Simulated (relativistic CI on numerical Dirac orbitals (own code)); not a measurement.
**Transition arrays of Tm²⁷⁺**

Method of calculation: Dirac-Coulomb-Breit CI, separate exchange-only KLI orbitals for each configuration, QED by a radiative potential, valence Slater integrals scaled by 0.9, whole transition arrays (own radial code, finite nucleus).

Configurations in the expansion (outside the closed core [Ar] 3d10 4s2): 4p⁶4d⁶, 4p⁶4d⁵4f, 4p⁵4d⁷, 4p⁶4d⁵5p, 4p⁶4d⁵5f. Levels of other configurations are missing.

All E1 lines from the levels of 4p⁶4d⁶; mean and standard deviation are weighted by gf, and upper levels are sorted by their leading configuration.

```tsv
Upper configuration	Lines	Σgf	Mean (eV)	Mean (nm)	σ (eV)	Strongest line (nm)
4p⁶4d⁵4f	5909	858.5	208.35	5.951	10.45	5.862
4p⁵4d⁷	1279	339.9	221.09	5.608	15.20	5.621
4p⁶4d⁵5p	3245	122.8	369.30	3.357	6.83	3.338
4p⁶4d⁵5f	5470	312.4	515.93	2.403	6.23	2.374
```

Σgf per state of the lower configuration in bins of 0.1 nm over the central range (centre: value): 2.35: 0.64, 2.45: 0.84, 3.25: 0.06, 3.35: 0.36, 3.45: 0.15, 5.25: 0.04, 5.35: 0.18, 5.45: 0.41, 5.55: 0.54, 5.65: 0.48, 5.75: 0.25, 5.85: 2.02, 5.95: 1.02, 6.05: 0.17, 6.15: 0.08, 6.25: 0.04, 6.35: 0.03, 6.45: 0.04, 6.55: 0.05, 6.65: 0.05, 6.75: 0.03, 6.85: 0.05.

How do configuration mixing and the scaling of the Slater integrals move the arrays?

Slater scale 0.9, no configuration mixing: 4p⁶4d⁵4f 202.3 ± 8.6 eV (Σgf 757.4), 4p⁵4d⁷ 190.4 ± 24.6 eV (Σgf 353.8), 4p⁶4d⁵5p 369.5 ± 6.8 eV (Σgf 137.5), 4p⁶4d⁵5f 515.9 ± 6.2 eV (Σgf 311.5); Slater scale 1: 4p⁶4d⁵4f 211.6 ± 10.6 eV (Σgf 836.9), 4p⁵4d⁷ 224.2 ± 14.5 eV (Σgf 383.0), 4p⁶4d⁵5p 369.4 ± 7.0 eV (Σgf 120.9), 4p⁶4d⁵5f 516.0 ± 6.4 eV (Σgf 312.8); Slater scale 0.8: 4p⁶4d⁵4f 204.1 ± 9.9 eV (Σgf 812.7), 4p⁵4d⁷ 217.8 ± 14.9 eV (Σgf 364.2), 4p⁶4d⁵5p 369.2 ± 6.6 eV (Σgf 124.5), 4p⁶4d⁵5f 515.9 ± 6.0 eV (Σgf 312.1). With mixing, levels are counted to their leading configuration, so an array can shrink or vanish into another, and the sums then hold other lines.
